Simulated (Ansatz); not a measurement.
Relaxation of CH₄BNSi (8 atoms, charge 0, multiplicity 1), to a largest force component of 0.02 eV/Å in at most 50 steps.

Computed with UKS PBE0/cc-pVDZ (Ansatz 0.2.0).

```xyz
8
Properties=species:S:1:pos:R:3
B -0.224 1.898 -0.435
C 0.343 0.974 0.440
N 0.412 -0.394 0.601
Si -0.141 -1.734 -0.100
H -0.278 0.908 -0.453
H 0.907 1.474 1.241
H 0.325 -2.926 0.585
H -0.993 -2.048 -1.252
```

Task: Where does it end, and by what steps?

Result: The forces met the threshold. After 25 steps the energy has fallen by 7.579 eV; B1 moved furthest, 1.93 Å. The start is strongly strained (largest force component 12 eV/Å), so its close contacts needn't be bonds. Parted: B1–H5 (0.99 → 2.30 Å). Joined: B1–N3 (2.60 → 1.46 Å), B1–Si4 (3.65 → 1.88 Å).

```tsv
step	energy less start (eV)	largest force component (eV/Å)	accepted
0	0.0000	12.179	yes
1	-1.3668	5.109	yes
2	-2.8468	2.843	yes
3	-3.8956	1.528	yes
4	-4.3955	1.737	yes
5	-4.6601	0.588	yes
6	-4.7630	0.606	yes
7	-4.8297	1.104	yes
8	-4.8667	1.154	yes
9	-4.9117	0.755	yes
10	-4.9317	0.515	yes
11	-4.9624	0.210	yes
12	-5.0212	0.341	yes
13	-5.1044	0.527	yes
14	-5.2627	0.702	yes
15	-5.5273	1.124	yes
16	-5.9925	1.756	yes
17	-6.5646	1.788	yes
18	-7.0975	1.994	yes
19	-7.4119	1.445	yes
20	-7.5349	0.770	yes
21	-7.5702	0.281	yes
22	-7.5781	0.119	yes
23	-7.5788	0.032	yes
24	-7.5788	0.048	no
25	-7.5789	0.006	yes
```

```xyz
8
Properties=species:S:1:pos:R:3
B 0.729 0.223 -0.444
C -0.043 1.174 0.475
N 0.037 -0.270 0.748
Si 0.162 -1.571 -0.456
H -1.011 1.598 0.177
H 0.488 1.769 1.225
H 1.032 -2.658 0.069
H -1.042 -2.113 -1.167
```

Whether the end is a true minimum wasn't checked by a vibrational analysis.

Time of the run: 84 s on 2 threads of Intel(R) Xeon(R) CPU @ 2.80GHz (Skylake/Cascade Lake), on a shared host, peak memory 0.24 GiB.
